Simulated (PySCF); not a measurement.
C₆H₆O, SMILES C1[C@H]2C=C[C@H](O2)C=1. Coordinates come from a PBE-D3(BJ)/def2-SVP optimisation. The structure was generated by enumeration; whether it is a known compound was not checked. Other conformers were not sampled.

Problem. Give the equilibrium geometry at PBE-D3(BJ)/def2-SVP (PySCF confirms it by a frequency run) as Cartesian coordinates in Å, and its point group. (An estimate is asked for; the answer gives what the named calculation found.)

Solution. This is not unique; one that fits is point group C2v.
```xyz
13

C      0.6717     1.2493     0.5029
C     -0.6717     1.2493     0.5029
C     -1.0586     0.0000    -0.3378
C     -0.6717    -1.2493     0.5029
C      0.6717    -1.2493     0.5029
C      1.0586     0.0000    -0.3378
O      0.0000     0.0000    -1.3091
H      1.3713     1.9154     1.0231
H     -1.3713     1.9154     1.0231
H     -2.0541     0.0000    -0.8176
H     -1.3713    -1.9154     1.0231
H      1.3713    -1.9154     1.0231
H      2.0541     0.0000    -0.8176
```
Charge 0, spin multiplicity 1.
